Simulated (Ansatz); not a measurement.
Pulling on the Ge1–F2 bond in FGeI (SMILES [F][Ge][I]) (multiplicity 1 held, fragments rigid). Energies count from the point at 1.764 Å.
Geometry at that point (charge 0, multiplicity 1):
```
atom    x (Å)    y (Å)    z (Å)
----  -------  -------  -------
Ge     0.5888   0.8265   1.0210
F      1.0641   2.0690  -0.1367
I     -0.5362  -0.8503  -0.5932
```

Signs of static correlation in def2-SVP, from Ansatz (a first-principles code) runs.

```tsv
R (Å)	T1 of restricted CCSD	⟨S²⟩ of UHF	largest double amplitude of restricted CCSD
1.411	0.014	0.000	0.064
1.587	0.016	0.000	0.062
1.764	0.018	0.000	0.057
1.940	0.021	0.000	0.050
2.116	0.024	0.000	0.048
2.381	0.030	0.000	0.068
2.645	[?]	[?]	0.089
3.086	0.062	0.950	0.219
3.527	0.105	1.014	0.428
4.056	0.172	1.015	0.867
4.761	0.239	1.015	1.508
5.643	0.259	1.015	1.815
```

**Question.** What belongs in the gaps?

**Answer.** 
- 2.645, T1 of restricted CCSD: 0.038
- 2.645, ⟨S²⟩ of UHF: 0.721

Doubts at one or more of the structures used: a restricted determinant that unrestricted orbitals would lower (R-CCSD(T)/def2-SVP); T1 above 0.05 (R-CCSD(T)/def2-SVP, U-CCSD(T)/def2-SVP); other coupled-cluster roots lie near (R-CCSD(T)/def2-SVP); a spin-contaminated determinant (U-CCSD(T)/def2-SVP).
